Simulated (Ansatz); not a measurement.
Relaxation of C₂H₅OSi (9 atoms, charge 1, multiplicity 1), to a largest force component of 0.02 eV/Å in at most 50 steps.

Level of theory: RKS r2SCAN/def2-SVP in Ansatz.

```xyz
9
Properties=species:S:1:pos:R:3
C 0.085 1.324 -1.247
C 0.024 0.280 -0.273
Si 0.818 -1.215 0.103
O -0.070 -1.847 1.691
H -0.190 1.034 -2.262
H -0.716 1.991 -0.894
H 1.000 1.920 -1.236
H 0.037 -1.331 2.507
H -0.987 -2.156 1.610
```

Problem. Where does it end, and by what steps?

Solution. The forces met the threshold. Limits of this set-up: the dipole of an ion depends on the origin. After 19 steps the energy has fallen by 0.236 eV; H8 moved furthest, 0.95 Å.

```json
{"step": "0", "energy less start (eV)": "0.0000", "largest force component (eV/Å)": "0.697", "accepted": "yes"}
{"step": "1", "energy less start (eV)": "-0.0820", "largest force component (eV/Å)": "0.406", "accepted": "yes"}
{"step": "2", "energy less start (eV)": "-0.1299", "largest force component (eV/Å)": "0.502", "accepted": "yes"}
{"step": "3", "energy less start (eV)": "-0.1387", "largest force component (eV/Å)": "0.456", "accepted": "yes"}
{"step": "4", "energy less start (eV)": "-0.1501", "largest force component (eV/Å)": "0.105", "accepted": "yes"}
{"step": "5", "energy less start (eV)": "-0.1553", "largest force component (eV/Å)": "0.178", "accepted": "yes"}
{"step": "6", "energy less start (eV)": "-0.1373", "largest force component (eV/Å)": "1.089", "accepted": "no"}
{"step": "7", "energy less start (eV)": "-0.1614", "largest force component (eV/Å)": "0.144", "accepted": "yes"}
{"step": "8", "energy less start (eV)": "-0.1679", "largest force component (eV/Å)": "0.291", "accepted": "yes"}
{"step": "9", "energy less start (eV)": "-0.1816", "largest force component (eV/Å)": "0.216", "accepted": "yes"}
{"step": "10", "energy less start (eV)": "-0.1981", "largest force component (eV/Å)": "0.218", "accepted": "yes"}
{"step": "11", "energy less start (eV)": "-0.2115", "largest force component (eV/Å)": "0.589", "accepted": "yes"}
{"step": "12", "energy less start (eV)": "-0.2196", "largest force component (eV/Å)": "0.360", "accepted": "yes"}
{"step": "13", "energy less start (eV)": "-0.2227", "largest force component (eV/Å)": "0.434", "accepted": "yes"}
{"step": "14", "energy less start (eV)": "-0.2098", "largest force component (eV/Å)": "1.425", "accepted": "no"}
{"step": "15", "energy less start (eV)": "-0.2320", "largest force component (eV/Å)": "0.200", "accepted": "yes"}
{"step": "16", "energy less start (eV)": "-0.2351", "largest force component (eV/Å)": "0.056", "accepted": "yes"}
{"step": "17", "energy less start (eV)": "-0.2357", "largest force component (eV/Å)": "0.135", "accepted": "yes"}
{"step": "18", "energy less start (eV)": "-0.2354", "largest force component (eV/Å)": "0.078", "accepted": "no"}
{"step": "19", "energy less start (eV)": "-0.2361", "largest force component (eV/Å)": "0.010", "accepted": "yes"}
```

```xyz
9
Properties=species:S:1:pos:R:3
C 0.170 1.319 -1.223
C 0.231 0.119 -0.483
Si 0.670 -1.509 -0.060
O -0.296 -1.647 1.568
H -0.358 1.275 -2.193
H -0.547 1.881 -0.555
H 1.081 1.944 -1.240
H -0.713 -0.928 2.077
H -0.238 -2.455 2.109
```

Run time: 29 s on 2 threads of AMD EPYC 7R13 Processor (Zen 3), with other jobs on the host, peak memory 0.15 GiB.
